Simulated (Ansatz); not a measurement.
Be2Cl4⁻, 6 atoms. Hardware: 4 threads of Arm Neoverse V1 on a shared host.

Correlated methods freeze 20 core orbitals.

(1) How many basis functions does each of these Ansatz runs have, and roughly what does it cost? r2SCAN-D4/def2-TZVPD, charge -1 doublet, energy, from earlier orbitals; revPBE-D4/def2-TZVPD, charge -1 doublet, energy, from earlier orbitals; ωB97M-V/def2-TZVPD, charge -1 doublet, energy, from earlier orbitals; MP2/def2-TZVPD, charge -1 doublet, energy, from earlier orbitals; PBE-D4/def2-TZVPD, charge -1 doublet, energy and forces, from earlier orbitals; PBE-D4/def2-SVP, charge -1 doublet, energy with a search over starts; CCSD(T)/def2-SVPD, charge -1 doublet, energy, from earlier orbitals; B3LYP-D4/def2-SVPD, charge -1 doublet, relaxation, 5 steps; B3LYP-D4/def2-TZVPD, charge -1 doublet, energy, from earlier orbitals; PBE0-D4/def2-TZVPD, charge -1 doublet, energy, from earlier orbitals.

## Answers

(1) Other jobs shared the machine, so times can vary by a factor of up to 3. A dash marks memory too small to be measured apart from the calling script's.

| run | functions | fitting or Cholesky vectors | wall time | peak host memory (GiB) |
| --- | --- | --- | --- | --- |
| PBE-D4/def2-SVP, charge -1 doublet, energy with a search over starts | 90 | 1048 | 1.9 s | – |
| revPBE-D4/def2-TZVPD, charge -1 doublet, energy, from earlier orbitals | 228 | 1434 | 4.4 s | – |
| PBE-D4/def2-TZVPD, charge -1 doublet, energy and forces, from earlier orbitals | 228 | 1434 | 4.9 s | – |
| MP2/def2-TZVPD, charge -1 doublet, energy, from earlier orbitals | 228 | 1418 | 5.5 s | 0.71 |
| PBE0-D4/def2-TZVPD, charge -1 doublet, energy, from earlier orbitals | 228 | 1546 | 8.5 s | 1 |
| B3LYP-D4/def2-TZVPD, charge -1 doublet, energy, from earlier orbitals | 228 | 1498 | 8.5 s | 0.99 |
| r2SCAN-D4/def2-TZVPD, charge -1 doublet, energy, from earlier orbitals | 228 | 1434 | 11 s | – |
| B3LYP-D4/def2-SVPD, charge -1 doublet, relaxation, 5 steps | 132 | 1398 | 13 s | – |
| ωB97M-V/def2-TZVPD, charge -1 doublet, energy, from earlier orbitals | 228 | 1434 | 22 s | 1.2 |
| CCSD(T)/def2-SVPD, charge -1 doublet, energy, from earlier orbitals | 132 | 1288 | 50 s | 1.8 |
